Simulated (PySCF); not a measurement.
Si(Me)2(Cl)2 (C2H6Cl2Si), SMILES C[Si](C)(Cl)Cl. Atoms are numbered in the order given.

```xyz
11

C      0.0000     1.5681     1.3463
Si     0.0000     0.0000     0.3375
C      0.0000    -1.5681     1.3463
Cl     1.6807     0.0000    -0.8886
Cl    -1.6807     0.0000    -0.8886
H     -0.8952     1.6105     1.9877
H      0.0000     2.4515     0.6898
H      0.8952     1.6105     1.9877
H      0.0000    -2.4515     0.6898
H     -0.8952    -1.6105     1.9877
H      0.8952    -1.6105     1.9877
```

The structure is a stationary point at TPSSh-D3(BJ)/def2-SVP. The isomer is the one that the SMILES or the coordinates give; other isomers of the formula were not compared.

The numbers are results of PySCF with PBE/def2-TZVP, not measurements.

Symmetry labels are those of the subgroup C2v that the program uses (full group C2v).

Computed valence orbital energies around the gap with their symmetry:
```csv
orbital,symmetry,energy (eV)
HOMO−7,A2,-10.13
HOMO−6,B1,-9.38
HOMO−5,A1,-9.12
HOMO−4,B2,-8.81
HOMO−3,A1,-7.95
HOMO−2,A2,-7.77
HOMO−1,B1,-7.52
HOMO,B2,-7.29
LUMO,A1,-0.24
LUMO+1,A1,0.17
LUMO+2,B1,0.21
LUMO+3,B2,0.86
```
